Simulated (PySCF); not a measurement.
Dipole moment (D) of eight silicon and germanium compounds: PBE beside HF, computed with PySCF for isolated molecules in the bases named; differences from unrounded values. The eight are the first of their class met in an unordered collection, after screening for sound electronic states; none was chosen by its value, except that the dipole had to exceed 0.05 D. Each molecule has one DFT geometry for both levels.

| molecule | basis | HF | PBE | difference |
|---|---|---|---|---|
| GeH7NOSi, SMILES [NH]([SiH3])[GeH2][OH] | def2-TZVP | 1.01 | 0.77 | -0.25 |
| CH4ClNOSi2, SMILES Cl[Si@H]1OC=N[SiH2]1 | def2-TZVP | 1.52 | 1.16 | -0.36 |
| C2H2O3Si, SMILES O=C1OC(=O)[SiH2]1 | def2-TZVP | 4.81 | 3.40 | -1.41 |
| Si(F)2(OH)(SiH3) (F₂H₄OSi₂), SMILES O[Si](F)(F)[SiH3] | def2-TZVP | 1.15 | 1.05 | -0.09 |
| C3H11NSi2, SMILES C=C([SiH3])N(C)[SiH3] | def2-TZVP | 1.18 | 1.41 | 0.23 |
| CH3Cl2NSi2, SMILES Cl[Si]1(Cl)N=C[SiH2]1 | def2-TZVP | 3.43 | 2.62 | -0.81 |
| Si(F)(OH)2(OSiH3) (FH₅O₃Si₂), SMILES O[Si](O)(F)O[SiH3] | def2-TZVP | 1.28 | 1.26 | -0.02 |
| C2H10Si4, SMILES [SiH3][SiH2][Si@@H]1C=C[SiH2]1 | def2-TZVP | 0.71 | 0.81 | 0.09 |

PBE lies below HF in 6 and above it in 2 of the eight; the mean signed difference is -0.33 and the largest -1.41 D.
